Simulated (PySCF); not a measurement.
**Cobalt: a sound run and one with changed settings**

Sound run: Co⁺ [Ar] 3d8, Co²⁺ [Ar] 3d7. Calculation: PySCF 2.14, in 6-31G* (5s4p2d1f, 34 functions); no relativity, point nucleus. In the sound run the correlated levels freeze [Ar]. The sound run starts from symmetry-adapted Hartree-Fock orbitals and uses a fine grid where one is needed.

Changed run: initial guess 1e, at most 50 SCF cycles, level shift 0.1 hartree.

```json
{"species": "Co⁺", "method": "UHF", "sound run (hartree)": "-1380.86053", "changed run (hartree)": "-1380.86053", "converged": "yes"}
{"species": "Co⁺", "method": "BP86", "sound run (hartree)": "-1382.35927", "changed run (hartree)": "-1382.35927", "converged": "no"}
{"species": "Co⁺", "method": "M06-2X", "sound run (hartree)": "-1382.12978", "changed run (hartree)": "-1382.12978", "converged": "yes"}
{"species": "Co⁺", "method": "MP2", "sound run (hartree)": "-1381.01559", "changed run (hartree)": "-1381.00956", "converged": "yes"}
{"species": "Co²⁺", "method": "UHF", "sound run (hartree)": "-1380.39450", "changed run (hartree)": "-1380.39450", "converged": "yes"}
{"species": "Co²⁺", "method": "BP86", "sound run (hartree)": "-1381.78612", "changed run (hartree)": "-1381.78612", "converged": "yes"}
{"species": "Co²⁺", "method": "M06-2X", "sound run (hartree)": "-1381.58338", "changed run (hartree)": "-1381.58338", "converged": "yes"}
{"species": "Co²⁺", "method": "MP2", "sound run (hartree)": "-1380.48842", "changed run (hartree)": "-1380.48499", "converged": "yes"}
```

Ionisation energy of Co⁺:

```
 method  sound run (eV)  changed run (eV)
    UHF          12.681            12.681
 M06-2X          14.868            14.868
    MP2          14.345            14.274
SCS-MP2          14.247            14.180
```

A level shift leaves the converged SCF energy unchanged but raises the virtual orbital energies, which shrinks MP2 if it is not removed.

For comparison, NIST gives 17.084 eV between the lowest levels.
